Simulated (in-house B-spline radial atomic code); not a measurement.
Excitations of Ba by several methods

Full response, energies in eV; labels give the largest channel, * marks a mixed state, a dash one above the method's threshold, and an imaginary frequency an unstable closed-shell reference. Computed with a B-spline radial code for spherical atoms: linear response of the closed shell [Xe] 6s2 with each method's own kernel (bare exchange for TDHF, static screening on G0W0 levels for BSE, the adiabatic kernel for functionals); scalar-relativistic (spin-free one-electron X2C), finite nucleus, no spin-orbit coupling, no double excitations, S, P, D and F terms only; shells from n = 4 respond.

Spin-orbit coupling is strong here, so these LS terms don't match observed levels.

```
           method  6s → 5d 3D  6s → 6p 3P  6s → 5d 1D  α (bohr³)
             TDHF       0.732   imaginary       1.631      324.5
   BSE on G0W0@HF       1.934       1.802       2.721      229.5
         LDA VWN5           ?           ?           ?          ?
              PBE       0.508       1.371       1.270      265.9
             PBE0       0.622       1.254       1.310      277.8
  B3LYP (VWN-RPA)       0.815       1.609       1.380      253.1
        CAM-B3LYP       0.922       1.519       1.432        260
          LC-wPBE           ?           ?           ?          ?
            wB97X       1.303       2.001       1.544      245.2
            HSE06       0.576       1.376       1.297      264.5
        BHandHLYP       0.926       1.502       1.444      267.2
             BLYP       0.752       1.669       1.365      246.7
           PBEsol       0.517       1.382       1.286      258.5
             BP86       0.445       1.446       1.301      250.3
LDA exchange-only       0.475       1.008       1.576        265
            B97-1       0.943       1.641       1.341      267.5
             RPBE       0.166       1.186       1.175      286.3
             OLYP   imaginary       1.105       1.039      307.5
```

(1) What does LDA VWN5 give?

(2) What does LC-wPBE give?

(3) How do the methods fare for 6s → 5d 3D against experiment?

(4) How do the methods fare for 6s → 6p 3P against experiment?

## Answers

(1) 6s → 5d 3D: 0.820; 6s → 6p 3P: 1.695; 6s → 5d 1D: 1.375; α: 239.3 (eV, bohr³).

(2) 6s → 5d 3D: 0.720; 6s → 6p 3P: 0.839; 6s → 5d 1D: 1.317; α: 312.7 (eV, bohr³).

(3) The measured term average is 1.160 eV (NIST). Among the methods with a real root, errors run from -0.99 eV (RPBE) to +0.77 eV (BSE on G0W0@HF); wB97X is closest (+0.14 eV).

(4) The measured term average is 1.622 eV (NIST). Among the methods with a real root, errors run from -0.78 eV (LC-wPBE) to +0.38 eV (wB97X); B3LYP (VWN-RPA) is closest (-0.01 eV).
